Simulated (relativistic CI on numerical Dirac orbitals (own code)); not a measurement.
Radial parameters of Ba XVIII

Computed by Dirac-Coulomb-Breit CI, separate exchange-only KLI orbitals for each configuration, QED by a radiative potential, unscaled Slater integrals (own radial code, finite nucleus).

Slater integrals F^k, G^k are unscaled and averaged over j, outside the closed core [Ar] 3d10; ζ comes from projecting the Hamiltonian with its Breit term on Σ l·s of the shell.

- 4s2 4p6 4d3: F^2(4d,4d) = 145680, F^4(4d,4d) = 98750, ζ(4d) = 10837 cm⁻¹; <r>(4d) = 0.6966, <r^2>(4d) = 0.5543 (bohr units).
- 4s2 4p5 4d4: ζ(4p) = 96351, F^2(4d,4d) = 145710, F^4(4d,4d) = 98768, F^2(4p,4d) = 149930, G^1(4p,4d) = 189340, G^3(4p,4d) = 120030, ζ(4d) = 10802 cm⁻¹; <r>(4p) = 0.6639, <r^2>(4p) = 0.4979, <r>(4d) = 0.6964, <r^2>(4d) = 0.5539 (bohr units).
- 4s2 4p6 4d2 4f: F^2(4d,4d) = 145660, F^4(4d,4d) = 98727, ζ(4d) = 10862, F^2(4d,4f) = 141760, F^4(4d,4f) = 93062, G^1(4d,4f) = 161090, G^3(4d,4f) = 106360, G^5(4d,4f) = 76812, ζ(4f) = 976.15 cm⁻¹; <r>(4d) = 0.6967, <r^2>(4d) = 0.5544, <r>(4f) = 0.719, <r^2>(4f) = 0.5931 (bohr units).

Task: Give the Racah parameters of the d shell in 4s2 4p6 4d3.

Result: B = F²/49 − 5F⁴/441 = 1853 cm⁻¹ and C = 35F⁴/441 = 7837 cm⁻¹.

Averages of the first 10 configurations, taken without configuration mixing, which lowers the lowest level and can move excited configurations by several eV; other configurations of the list can lie among them:

```csv
Configuration,Parity,States,Average energy above the lowest level (eV)
4s2 4p6 4d3,even,120,9.3
4s2 4p5 4d4,odd,1260,112.1
4s2 4p6 4d2 4f,odd,630,120.8
4s 4p6 4d4,even,420,186.7
4s2 4p6 4d2 5s,even,90,146.9
4s2 4p6 4d2 5p,odd,270,174.1
4s 4p6 4d3 4f,odd,3360,296.9
4s2 4p6 4d 4f 5s,odd,280,259.1
4s2 4p6 4d2 5d,even,450,214.8
4s2 4p6 4d 5s 5p,odd,120,315.7
```
